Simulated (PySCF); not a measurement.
A GIAO shielding run with PySCF 2.14.0 with density-fitted response routines (density fitting, non-relativistic, gas phase) on `[SiH3]C[C@@H]1C[C@]1(Cl)CO[SiH3]`, C₅H₁₃ClOSi₂:

```
$ OMP_NUM_THREADS=1 python probes_run.py task.json out

{"job": {"kind": "nmr", "xc": "PBE0", "basis": "pcSseg-1"}, "charge": 0, "multiplicity": 1}
Si    -3.082499     0.860773     0.242204
C     -1.181756     0.765669     0.145588
C     -0.717218    -0.583352    -0.337499
C     -0.610233    -1.753458     0.599656
C      0.630791    -1.140217     0.022023
Cl     1.457772    -2.063045    -1.237915
C      1.619342    -0.387253     0.877763
O      2.072453     0.790485     0.296133
Si     2.670296     1.074484    -1.187989
H     -3.464791     2.198168     0.694114
H     -3.564181    -0.144295     1.191973
H     -3.649610     0.595221    -1.080544
H     -0.800022     1.533775    -0.529684
H     -0.752990     0.978138     1.124361
H     -1.055460    -0.817143    -1.341045
H     -0.798340    -1.587977     1.650462
H     -0.903976    -2.731151     0.250092
H      2.474018    -1.042306     1.097062
H      1.148230    -0.116059     1.830148
H      1.656302     0.909303    -2.232287
H      3.030094     2.469491    -0.984516
H      3.811367     0.210133    -1.491733
```

Hardware: 1 thread of an Arm Neoverse N1, shared host. The job also computes population analyses, field gradients, ring-centre shieldings.

Q: How large is the calculation?

A: 96 electrons, 239 basis functions and 1309 auxiliary functions.

Q: How long does it take, and how much memory does it need?

A: 2.3 min of wall time, with 14 SCF cycles and 4 response iterations; peak memory 1.1 GiB. Times on a shared host scatter by some tens of per cent.
